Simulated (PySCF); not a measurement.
Structure from 2D NMR

Compound of formula C5H14Si2. Correlations simulated from computed shifts and the bond graph:

HSQC (one-bond C–H):
```
   δH    δC
 2.10  34.2
 1.85  37.1
 1.70  18.6
 1.63  18.6
 1.48  34.2
-0.15  10.7
```

COSY cross peaks (H two or three bonds apart, from the bond graph; peaks can be absent where the dihedral angle is near 90°):
```
  δH     δH
3.77  -0.15
2.10   1.85
2.10   1.70
2.10   1.63
2.10   1.48
1.85   1.48
1.85  -0.15
1.70   1.63
1.70   1.48
1.63   1.48
```

HMBC (two and three bonds, from the bond graph):
```
   δH                      δC
 3.77              37.1, 10.7
 2.10  37.1, 34.2, 18.6, 10.7
 1.85        34.2, 18.6, 10.7
 1.70              37.1, 34.2
 1.63              37.1, 34.2
 1.48  37.1, 34.2, 18.6, 10.7
-0.15              37.1, 34.2
```

Computational details: CAM-B3LYP/pcSseg-1 with gauge-including orbitals, geometry from PBE0-D3(BJ)/def2-SVP, in PySCF 2.14 (relativity neglected, gas phase, single conformer, rapidly exchanging positions averaged).

References, each an isolated molecule treated in the same way: ¹H (σ = 31.33 ppm) and ¹³C (σ = 182.45 ppm) vs TMS.

Exchangeable hydrogens are left out of these lists.

Assemble the structure.

Results:

`[SiH3]C([SiH3])C1CCC1`.

Structure with atom numbers: `[SiH3:1][CH:2]([SiH3:3])[CH:4]1[CH2:5][CH2:6][CH2:7]1`; H(Xn) means a hydrogen on atom n. Ha(C5), Ha(C6), Ha(C7) are cis to C2 on the ring; Hb(C5), Hb(C6), Hb(C7) are trans to C2 on the ring.

δC 37.1 is C4, an sp3 CH in a ring (δH 1.85). δC 34.2 is C5/C7, an sp3 CH2 in a ring (δH 2.10, 1.48). δC 18.6 is C6, an sp3 CH2 in a ring (δH 1.63, 1.70). δC 10.7 is C2, an sp3 CH bonded to 2 Si (δH -0.15). COSY links 3.77–-0.15, 2.10–1.85, 2.10–1.70, 2.10–1.63, 2.10–1.48, 1.85–1.48.

The shifts were computed for this structure.

Shifts are as computed, not scaled to solution data. Of 1211 compounds with measured shifts, 218 miss one by over three times the rms of a fit or turn the order of signals round; such compounds aren't used in these exercises.
